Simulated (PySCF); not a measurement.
MoO2F2, SMILES [O]=[Mo]([F])([F])=[O], multiplicity 1. Heavy atoms are numbered as in [Mo:1](=[O:2])(=[O:3])([F:4])[F:5].

Geometry optimised at B3LYP-D3(BJ)/def2-SVP. The spin state was assumed, not searched. The def2 effective core potentials stand for the cores of Mo; spin–orbit coupling is left out.

Level of theory: PBE/def2-TZVPD run with PySCF.

Mulliken values depend strongly on the basis, most of all with diffuse functions as here. ESP charges are fitted to the potential on shells at 1.4 to 2.0 van der Waals radii. Atomic charges (e), one atom of each kind:

```tsv
atom	Mulliken	ESP fit
Mo1	2.50	[?]
O2	-0.67	[?]
F4	-0.58	[?]
```

Fill in the missing entries. (An estimate is asked for; the answer gives what the named calculation found.)


- Mo1, ESP fit: 1.27
- O2, ESP fit: -0.37
- F4, ESP fit: -0.26
